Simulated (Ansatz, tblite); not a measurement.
Spin states of trans-NiH(PF3)2F (NiP2HF7), formally d⁸, each relaxed with PBE-D4/def2-SVP in Ansatz. Electronic energies in the gas phase.

The xTB rows come from tblite. The name describes the singlet; other states may take another shape.

Singlet geometry (C2v within 0.1 Å):

```xyz
11

Ni   -0.0645   -0.0580   -0.0104
H     1.0454    0.8641    0.2207
P    -1.2055    1.2534    1.1307
F    -2.4841    1.9074    0.4318
F    -0.5688    2.5769    1.7590
F    -1.8983    0.6696    2.4459
F    -1.4392   -1.1941   -0.2916
P     1.2944   -1.1800   -1.1129
F     1.5661   -2.6799   -0.6354
F     2.8090   -0.7044   -1.2907
F     0.9454   -1.4550   -2.6471
```

Triplet geometry:

Cartesian coordinates in Å:
```
Ni 0.072 -0.189 0.061
H -1.041 -1.251 0.165
P -0.206 0.904 1.967
F 0.601 2.255 2.257
F -0.116 0.250 3.437
F -1.696 1.463 2.061
F -0.306 1.569 -0.367
P 0.622 -1.003 -1.875
F -0.584 -0.854 -2.911
F 0.835 -2.588 -1.943
F 1.819 -0.556 -2.853
```

Only these spin states were relaxed.

```
                level  triplet − singlet (kcal/mol)  lowest of these
             GFN1-xTB                          27.7          singlet
LDA (SPW92)/def2-TZVP                          40.4          singlet
    PBE0-D4/def2-TZVP                          23.1          singlet
    ωB97X-V/def2-TZVP                          25.8          singlet
```

Problem. Estimate the rows for GFN2-xTB, PBE-D4/def2-TZVP, r2SCAN-D4/def2-TZVP.

Solution. 
| level | triplet − singlet (kcal/mol) | lowest of these |
| --- | --- | --- |
| GFN2-xTB | 37.5 | singlet |
| PBE-D4/def2-TZVP | 32.6 | singlet |
| r2SCAN-D4/def2-TZVP | 27.4 | singlet |

The xTB methods have no spin-polarisation term.

Problem. How do the metal–ligand distances follow the spin state?

Solution. 
```tsv
state	donor atoms	mean metal–ligand distance (Å)	range (Å)	Mulliken spin on the metal (PBE0)
singlet	4	1.856	1.46–2.08	0
triplet	4	1.944	1.54–2.22	1.40
```

⟨S²⟩ at PBE0-D4/def2-TZVP: singlet 0.00 (pure 0.00), triplet 2.01 (pure 2.00).
